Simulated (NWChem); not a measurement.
Species: C2H2Cl, doublet; SMILES ClC=[CH]

Results from NWChem. Spin-unrestricted. Spin-contaminated determinants: UHF/def2-TZVP (<S²> = 0.98). In the optimisation the excess spin sits in a' (Cs, its own frame). Structure relaxed at the PBE0/def2-SVP, spin-unrestricted level. No stability test was run on the SCF state.

Question: Order these by “highest occupied level (eV)”, lowest first: MPW1K/def2-TZVP; TPSSh/def2-TZVP; revPBE/def2-TZVP; UHF/def2-TZVP; B3PW91/def2-TZVP.

Answer: UHF/def2-TZVP (-10.39), MPW1K/def2-TZVP (-8.50), B3PW91/def2-TZVP (-7.44), TPSSh/def2-TZVP (-6.94), revPBE/def2-TZVP (-6.21)
